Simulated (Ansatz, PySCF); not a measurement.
Gas-phase reaction in SMILES: [SiH3]O[SiH](Cl)Cl + H+ → [SiH3][OH+][SiH](Cl)Cl
Geometries: B3LYP-D3(BJ)/def2-TZVP minima from Ansatz (a program for electronic structure), one conformer each, not searched for the lowest. Frequencies are from Ansatz or PySCF.

Property: proton affinity (0 K, with B3LYP-D3(BJ) harmonic zero-point energies), positive where the reaction releases energy, in eV. Cores are frozen in the correlated levels unless marked. No spin-orbit coupling. Non-relativistic. Basis-set limits of correlation are two-point, X^-3; Hartree-Fock from the larger set.

| level | program | proton affinity (eV) |
|---|---|---|
| PBE/def2-TZVPD | Ansatz | (withheld) |
| revPBE-D3(BJ)/def2-TZVPD | Ansatz + dftd3 | (withheld) |
| r2SCAN/def2-TZVPD | Ansatz | 7.43 |
| r2SCANh/def2-TZVPD | Ansatz | 7.42 |
| LC-wPBE-D4/def2-TZVPD | Ansatz + dftd4 | 7.48 |
| B2PLYP-D4/def2-TZVPD | Ansatz + dftd4 | 7.40 |
| RPA@PBE/cc-pV(T+d)Z | Ansatz | 7.75 |
| SCS-MP2/6-31G* | Ansatz | 7.41 |
| SCS-MP2/cc-pV(Q+d)Z | Ansatz | 7.48 |
| CCSD(T)/CBS(cc-pV(T+d)Z,cc-pV(Q+d)Z) | Ansatz | (withheld) |

Problem. Fill in the missing entries.

Solution. 
- PBE/def2-TZVPD, proton affinity (eV): 7.49
- revPBE-D3(BJ)/def2-TZVPD, proton affinity (eV): 7.67
- CCSD(T)/CBS(cc-pV(T+d)Z,cc-pV(Q+d)Z), proton affinity (eV): 7.44
